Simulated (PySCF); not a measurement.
The vertical singlet excitations below were computed for one of the candidates. Computed with TDDFT PBE0/def2-SVPD, vertical, gas phase, core orbitals frozen in the response in PySCF. Geometries: GFN2-xTB, one conformer each.

```csv
state,E (eV),λ (nm),f
S1,7.46,166.2,0.0069
S2,8.30,149.5,0.015
S3,8.36,148.4,0.017
S4,8.51,145.6,0.0073
S5,8.70,142.5,0.013
S6,9.00,137.8,0.0057
```

Question: Which structure fits?
A. `CO/C(F)=C/C(F)F`
B. `OC1(C(F)(F)F)CC1`
C. `ClC1=C(Cl)COCC1`

Answer: B. Its S1, at 7.46 eV, is the highest among the candidates; the nearest of the others has S1 at 6.44 eV. S1 is HOMO→LUMO (95%). Löwdin shares by element: HOMO carbon 48% or more, oxygen 38% (atoms not listed hold the other 15%); LUMO oxygen 29%, hydrogen 20% or more, fluorine 10% or more, carbon 9% or more (atoms not listed hold the other 32%). At the same level the other candidates give, for their lowest levels:
- `CO/C(F)=C/C(F)F`: 6.44 eV (f 0.021); 6.99 eV (f 0.532); 7.47 eV (f 0.002); 7.52 eV (f 0.000); 7.79 eV (f 0.002); T1 4.39 eV; HOMO -7.33, LUMO 0.10 eV
- `ClC1=C(Cl)COCC1`: 5.61 eV (f 0.000); 6.24 eV (f 0.227); 6.31 eV (f 0.034); 6.78 eV (f 0.017); 6.85 eV (f 0.063); T1 3.99 eV; HOMO -7.16, LUMO -0.35 eV

The values belong to the conformer `[OH:1][C:2]1([C:3]([F:4])([F:5])[F:6])[CH2:7][CH2:8]1`: O1–C2–C3–F4 -175°, H–O1–C2–C3 66°.
Triplets come from the Tamm–Dancoff approximation.
